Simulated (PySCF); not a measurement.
PBE on Ba⁻ (barium, charge -1), [Xe] 5d1 6s2, 2D determinant. All numbers are calculated (PySCF 2.14, the spin-free X2C one-electron Hamiltonian (Gaussian nucleus), in x2c-TZVPPall with one added diffuse shell each of s, p, d type (12s8p7d2f1g, 94 functions)).

```
cycle= 1 E= -8134.28429337561  delta_E= -0.00682  |g|= 0.0748  |ddm|= 0.796
cycle= 2 E= -8134.25051075853  delta_E= 0.0338  |g|= 0.148  |ddm|= 1.27
cycle= 3 E= -8134.29239935918  delta_E= -0.0419  |g|= 0.0139  |ddm|= 1.07
cycle= 4 E= -8134.29287025101  delta_E= -0.000471  |g|= 0.0103  |ddm|= 0.184
cycle= 5 E= -8134.29313400889  delta_E= -0.000264  |g|= 0.00171  |ddm|= 0.0603
cycle= 6 E= -8134.29314741787  delta_E= -1.34e-05  |g|= 0.000567  |ddm|= 0.0138
cycle= 7 E= -8134.29315073555  delta_E= -3.32e-06  |g|= 0.000412  |ddm|= 0.0109
cycle= 8 E= -8134.29315115118  delta_E= -4.16e-07  |g|= 0.00014  |ddm|= 0.00253
cycle= 9 E= -8134.29315119903  delta_E= -4.79e-08  |g|= 8.05e-06  |ddm|= 0.00121
cycle= 10 E= -8134.29315119946  delta_E= -4.23e-10  |g|= 1.9e-06  |ddm|= 0.000146
converged SCF energy = -8134.29315119946  <S^2> = 0.80786703  2S+1 = 2.0570533
```

Highest occupied orbital energy: 1.441 eV; ⟨L²⟩ = 6.20; populations by l: s 11.97, p 24.00, d 21.03, f 0.00.

Task: Can this result be used?

Result: With care. The calculation finished and met its thresholds. Spin-orbit coupling, absent here, splits the open shell strongly. The configuration of this anion was assumed by filling the next shell in order. It is not the known or likely ground configuration (Ca⁻, Sr⁻ and Ba⁻, for instance, bind a p electron), so these values are not the electron affinity of the element. At PBE the highest occupied level has a positive energy, so only the finite basis holds that electron.
